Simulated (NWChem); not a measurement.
## Correlation energy of AuCl

```xyz
2

Au     0.0000     0.0000    -0.3990
Cl     0.0000     0.0000     1.8540
```
Charge 0, spin multiplicity 1.

The numbers come from NWChem runs, not from measurements. All single points use one geometry, from PBE0/def2-SVP with def2 effective core potentials on Au, a minimum by its harmonic frequencies.

Basis set: def2-SVP. Each correlation energy counts from its own Hartree-Fock reference.

Effective core potentials replace the inner electrons of Au; spin-orbit coupling is left out. The correlated methods keep 9 core orbitals frozen. The structure started from a generated list of species. No row is a measurement; the coupled-cluster row has its own basis-set and correlation limits.

### Question
One of these methods gave a correlation energy of -391.8 mHa. Which?
(A) CCSD+T(CCSD)
(B) MP2
(C) SCS-MP2
(D) CR-CCSD[T]

### Answer
B, MP2. The others give -359.0 (SCS-MP2), -401.0 (CR-CCSD[T]), -403.5 (CCSD+T(CCSD)).
